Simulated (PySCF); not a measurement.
A side-by-side comparison of computed properties.

First species: C₆H₁₄FNSi.
SMILES: `CC[C@@H]1CC[C@@H]1N[SiH2]F`

Second species: C6H10O2Si2.
Numbering: `[CH3:1][C:2](=[O:3])[Si@@H:4]1[CH:5]=[CH:6][C@@H:7]([CH:8]=[O:9])[SiH2:10]1` (hydrogens: H11, H12, H13 on C1; H14 on Si4; H15 on C5; H16 on C6; H17 on C7; H18 on C8; H19, H20 on Si10)

Levels: PBE0/pcSseg-1 for HOMO energy, LUMO energy and HOMO–LUMO gap. Geometries: GFN2-xTB. Each species is one conformer at its optimised geometry, gas phase, non-relativistic unless stated. Electronic properties by PySCF.

Dipoles, sizes and rotational constants follow the conformer. The torsions of the flexible species, by atom-mapped SMILES:
- `[CH3:1][CH2:2][C@@H:3]1[CH2:4][CH2:5][C@@H:6]1[NH:7][SiH2:8][F:9]`: C1–C2–C3–C4 176°, C5–C6–N7–Si8 107°, C6–N7–Si8–F9 45°

The conformers of `CC(=O)[Si@@H]1C=C[C@@H](C=O)[SiH2]1` aren't listed.

| property | column X | column Y |
| --- | --- | --- |
| HOMO energy | -6.44 eV | -6.85 eV |
| LUMO energy | -1.42 eV | 0.66 eV |
| HOMO–LUMO gap | 5.02 eV | 7.51 eV |

Q: Which column belongs to which species?

A: Column X is the second species and column Y the first. The first has 23 atoms and 80 electrons, the second 20 and 90.

Q: How does each property change from the first species to the second?

A: HOMO energy +0.41 eV; LUMO energy -2.08 eV; HOMO–LUMO gap -2.49 eV.

